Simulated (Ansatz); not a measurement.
# A ladder of methods for CH2I2 (diiodomethane)

CH2I2: 5 atoms, total charge 0, spin state singlet. SMILES: `ICI`. The shape is that of a PBE0-D4/def2-TZVP optimisation.

Each level gives the atomisation enthalpy at 298 K (kJ/mol). The values are calculated. The thermal term (zero-point and 298 K enthalpy, harmonic and unscaled) is that of PBE0-D4/def2-TZVP; the spin-orbit lowering of the free atoms at 298 K, 60.7 kJ/mol by their spectra, is taken off.

**What was measured.** CRC Handbook of Chemistry and Physics; in doubt: it may be an older value or an estimate gives the atomisation enthalpy at 298 K of the gas as 1247 kJ/mol.

```
                            level                    kind  program  value (kJ/mol)  computed − measured  CPU time (all runs)
     HF/def2-SVP (core potential)            Hartree–Fock   Ansatz             790                 -457                4.6 s
   BLYP/def2-SVP (core potential)                     GGA   Ansatz            1200                  -47                9.2 s
 r2SCAN/def2-SVP (core potential)                meta-GGA   Ansatz            1236                  -11                 28 s
   PBE0/def2-SVP (core potential)           global hybrid   Ansatz            1236                  -11                 12 s
  HSE06/def2-SVP (core potential)  range-separated hybrid   Ansatz            1238                   -9                 13 s
 B2PLYP/def2-SVP (core potential)           double hybrid   Ansatz            1186                  -61                 13 s
    MP2/def2-SVP (core potential)     perturbation theory   Ansatz            1157                  -90                3.4 s
BCCD(T)/def2-SVP (core potential)   coupled cluster or CI   Ansatz            1137                 -110                 29 s
```

Nearest: HSE06/def2-SVP (core potential) (-9 kJ/mol); farthest: HF/def2-SVP (core potential) (-457 kJ/mol). Computed less measured by kind, in kJ/mol (def2-SVP rows): Hartree–Fock -457; GGA -47; meta-GGA -11; global hybrid -11; range-separated hybrid -9; double hybrid -61; perturbation theory -90; coupled cluster or CI -110. Wave-function methods converge slowly with the basis and bind too weakly in sets of this size; that is part of their error here. In the correlated wave-function rows the outer d shell of I is correlated, in sets not made for it. Times are those of the runs behind each value, whatever else they computed, on shared processors of several kinds: orders of magnitude only.
